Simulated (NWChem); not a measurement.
System: SiHOBr, singlet; SMILES O[Si]Br

The following NWChem deck was run.

```
start job
memory heap 200 mb stack 900 mb global 1100 mb
geometry units angstroms noautoz
  Si     0.609684     1.166997     0.000000
  Br     0.021397    -1.035651     0.000000
  O     -0.931886     1.852291     0.000000
  H     -0.903451     2.829645     0.000000
end
basis spherical
  Si library def2-svp
  Br library def2-svp
  O library def2-svp
  H library def2-svp
end
dft
  xc mn15
  grid xfine
  iterations 150
  mulliken
end
task dft gradient
```

Excerpt of the output:

```
             Northwest Computational Chemistry Package (NWChem) 7.3.0
             --------------------------------------------------------

 CS  symmetry detected

                             Geometry "geometry" -> ""
                             -------------------------

 Output coordinates in angstroms (scale by  1.889725989 to convert to a.u.)

  No.       Tag          Charge          X              Y              Z
 ---- ---------------- ---------- -------------- -------------- --------------
    1 Si                  14.0000     0.67959657     1.15977335     0.00000000
    2 Br                  35.0000    -0.06684308    -0.99442433     0.00000000
    3 O                    8.0000    -0.80822959     1.95503384     0.00000000
    4 H                    1.0000    -0.70900729     2.92775391     0.00000000

 Effective nuclear repulsion energy (a.u.)     209.8712695848

      Symmetry information
      --------------------

 Group name             Cs
 Group number              2
 Group order               2
 No. of unique centers     4

                                 NWChem DFT Module
                                 -----------------

 Summary of "ao basis" -> "ao basis" (spherical)
 ------------------------------------------------------------------------------
       Tag                 Description            Shells   Functions and Types
 ---------------- ------------------------------  ------  ---------------------
 Si                         def2-svp                 8       18   4s3p1d
 Br                         def2-svp                12       32   5s4p3d
 O                          def2-svp                 6       14   3s2p1d
 H                          def2-svp                 3        5   2s1p

      Symmetry analysis of basis
      --------------------------

        a'         49
        a"         20

            General Information
            -------------------
          SCF calculation type: DFT
          Wavefunction type:  closed shell.
          No. of atoms     :     4
          No. of electrons :    58
           Alpha electrons :    29
            Beta electrons :    29
          Charge           :     0
          Spin multiplicity:     1
          Use of symmetry is: on ; symmetry adaption is: on
          Maximum number of iterations: 150
          AO basis - number of functions:    69
                     number of shells:    29
          Convergence on energy requested:  1.00D-06
          Convergence on density requested:  1.00D-05
          Convergence on gradient requested:  5.00D-04

              XC Information
              --------------
                         MN15 Method XC Functional
                     Hartree-Fock (Exact) Exchange  0.440
                          MN15 Exchange Functional  1.000
                        MN15 Correlation Potential  1.000

             Grid Information
             ----------------
          Grid used for XC integration:  xfine
          Radial quadrature: Mura-Knowles
          Angular quadrature: Lebedev.
          Tag              B.-S. Rad. Rad. Pts. Rad. Cut. Ang. Pts.
          ---              ---------- --------- --------- ---------
          Si                  1.10      125           9.0      1454
          Br                  1.15      160          11.0      1454
          O                   0.60      100           9.0      1454
          H                   0.35      100          11.0      1202
          Grid pruning is: on
          Number of quadrature shells:   485
          Spatial weights used:  Erf1

      Superposition of Atomic Density Guess
      -------------------------------------

 Sum of atomic energies:       -2936.01478574

      Non-variational initial energy
      ------------------------------

 Total energy =   -2936.457875
 1-e energy   =   -4504.394301
 2-e energy   =    1358.065156
 HOMO         =      -0.265299
 LUMO         =      -0.028607

      Symmetry analysis of molecular orbitals - initial
      -------------------------------------------------

  Numbering of irreducible representations:

     1 a'          2 a"

  Orbital symmetries:

     1 a'          2 a'          3 a'          4 a'          5 a'
     6 a"          7 a'          8 a'          9 a'         10 a'
    11 a"         12 a'         13 a'         14 a'         15 a"
    16 a'         17 a'         18 a"         19 a'         20 a"
    21 a'         22 a'         23 a'         24 a'         25 a'
    26 a"         27 a"         28 a'         29 a'         30 a"
    31 a'         32 a'         33 a'         34 a'         35 a'
    36 a'         37 a"         38 a'         39 a"

     ---------------------------------------------
      Total Density - Mulliken Population Analysis
     ---------------------------------------------

    Atom       Charge   Shell Charges
 -----------   ------   -------------------------------------------------------
    1 Si  14    13.04   2.00  1.99  1.23  0.64  5.93  0.59  0.52  0.14
    2 Br  35    35.50   2.00  2.00  2.00  1.37  0.58  6.00  5.99  2.41  3.14  8.23  1.73  0.06
    3 O    8     8.81   1.99  1.12  0.64  3.08  1.97  0.00
    4 H    1     0.65   0.51  0.08  0.06

   convergence    iter        energy       DeltaE   RMS-Dens  Diis-err
 ---------------- ----- ----------------- --------- --------- ---------
 d= 0,ls=0.0,diis     1  -2939.0662550741 -3.15D+03  1.72D-02  1.25D+00
 d= 0,ls=0.0,diis     2  -2939.0248592126  4.14D-02  1.09D-02  1.31D+00
 d= 0,ls=0.0,diis     3  -2939.1414422678 -1.17D-01  2.80D-03  1.35D-01
 d= 0,ls=0.0,diis     4  -2939.1535094150 -1.21D-02  1.14D-03  1.01D-02
 d= 0,ls=0.0,diis     5  -2939.1543901695 -8.81D-04  2.34D-04  2.73D-04
  Resetting Diis
 d= 0,ls=0.0,diis     6  -2939.1544219349 -3.18D-05  5.18D-05  3.53D-06
 d= 0,ls=0.0,diis     7  -2939.1544226218 -6.87D-07  1.33D-05  4.24D-07
 d= 0,ls=0.0,diis     8  -2939.1544226592 -3.73D-08  7.19D-06  2.26D-07

         Total DFT energy =    -2939.154422659152
      One electron energy =    -4505.369240722775
           Coulomb energy =     1477.578568060216
    Exchange-Corr. energy =     -121.235019581352
 Nuclear repulsion energy =      209.871269584759

 Numeric. integr. density =       58.000000284456

                  Occupations of the irreducible representations
                  ----------------------------------------------

                     irrep           alpha         beta
                     --------     --------     --------
                     a'               22.0         22.0
                     a"                7.0          7.0

                       DFT Final Molecular Orbital Analysis
                       ------------------------------------

 Vector   27  Occ=2.000000D+00  E=-3.336569D-01  Symmetry=a"
              MO Center= -6.4D-02, -7.2D-01,  4.2D-15, r^2= 2.0D+00
   Bfn.  Coefficient  Atom+Function         Bfn.  Coefficient  Atom+Function
  ----- ------------  ---------------      ----- ------------  ---------------
    35      0.566993  2 Br pz                32      0.513193  2 Br pz
    29     -0.345412  2 Br pz                56     -0.162829  3 O  pz
    59     -0.130371  3 O  pz                26      0.112479  2 Br pz
    13      0.080631  1 Si pz                10      0.062188  1 Si pz
    15     -0.056406  1 Si d -1               7     -0.034386  1 Si pz

 Vector   28  Occ=2.000000D+00  E=-3.308901D-01  Symmetry=a'
              MO Center=  2.4D-02, -7.6D-01, -4.2D-15, r^2= 2.0D+00
   Bfn.  Coefficient  Atom+Function         Bfn.  Coefficient  Atom+Function
  ----- ------------  ---------------      ----- ------------  ---------------
    33      0.469787  2 Br px                30      0.436863  2 Br px
    34     -0.308373  2 Br py                27     -0.292530  2 Br px
    31     -0.285870  2 Br py                28      0.190265  2 Br py
    11      0.103850  1 Si px                24      0.095221  2 Br px
    53      0.095405  3 O  s                  8      0.093272  1 Si px

 Vector   29  Occ=2.000000D+00  E=-2.849285D-01  Symmetry=a'
              MO Center=  6.5D-01,  7.8D-01,  2.5D-15, r^2= 3.4D+00
   Bfn.  Coefficient  Atom+Function         Bfn.  Coefficient  Atom+Function
  ----- ------------  ---------------      ----- ------------  ---------------
     4      0.446874  1 Si s                  3      0.394674  1 Si s
    33     -0.305027  2 Br px                30     -0.258161  2 Br px
     2      0.253651  1 Si s                  8      0.252984  1 Si px
    54     -0.242280  3 O  px                34     -0.225877  2 Br py
    31     -0.196881  2 Br py                57     -0.187855  3 O  px

 Vector   30  Occ=0.000000D+00  E=-5.866918D-02  Symmetry=a"
              MO Center=  5.9D-01,  1.0D+00,  5.0D-13, r^2= 2.9D+00
   Bfn.  Coefficient  Atom+Function         Bfn.  Coefficient  Atom+Function
  ----- ------------  ---------------      ----- ------------  ---------------
    13      0.709098  1 Si pz                10      0.415325  1 Si pz
    35     -0.256161  2 Br pz                59     -0.240893  3 O  pz
    56     -0.236107  3 O  pz                 7     -0.212314  1 Si pz
    32     -0.169601  2 Br pz                29      0.112018  2 Br pz
    47      0.043720  2 Br d -1              26     -0.036307  2 Br pz

[...]

                         DFT ENERGY GRADIENTS

    atom               coordinates                        gradient
                 x          y          z           x          y          z
   1 Si      1.284251   2.191654   0.000000    0.020135   0.000685   0.000000
   2 Br     -0.126315  -1.879190   0.000000   -0.002862  -0.009733   0.000000
   3 O      -1.527332   3.694478   0.000000   -0.019445   0.001583   0.000000
   4 H      -1.339829   5.532653   0.000000    0.002172   0.007466   0.000000
```

Level: MN15/def2-SVP. Low-valent species are run as closed-shell singlets; no triplet was tried in these runs. Coordinates come from a PBE-D3(BJ)/def2-SVP optimisation.
